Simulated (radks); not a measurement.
The zirconium ion Zr5+, 35 electrons, occupied as [Ar] 3d10 4s2 4p5. Calculated with a radial shooting solver on a logarithmic mesh with Libxc functionals: Dirac Kohn-Sham, BLYP, spin-unpolarised, spherical densities, finite nucleus; open shells are shared between the two j in proportion to 2j + 1; Fermi nuclear charge, rms radius 4.2694 fm.

Spin-orbit splittings of the eigenvalues, e(l+1/2) - e(l-1/2), with zeta = 2 splitting/(2l+1) and mean radii in bohr:

| shell | occ. | splitting (eV) | zeta (eV) | <r> j=l-1/2 | <r> j=l+1/2 |
|---|---|---|---|---|---|
| 2p | 6 | 85.92 | 57.28 | 0.1386 | 0.1430 |
| 3p | 6 | 13.71 | 9.142 | 0.4545 | 0.4650 |
| 3d | 10 | 2.512 | 1.005 | 0.4492 | 0.4527 |
| 4p | 5 | 2.069 | 1.379 | 1.265 | 1.289 |
| 4d | 0 | 0.2605 | 0.1042 | 1.598 | 1.606 |
| 5p | 0 | ? | ? | 2.772 | 2.807 |

Estimate the 5p splitting.

Answer. 0.5225 eV (zeta = 0.3483 eV).
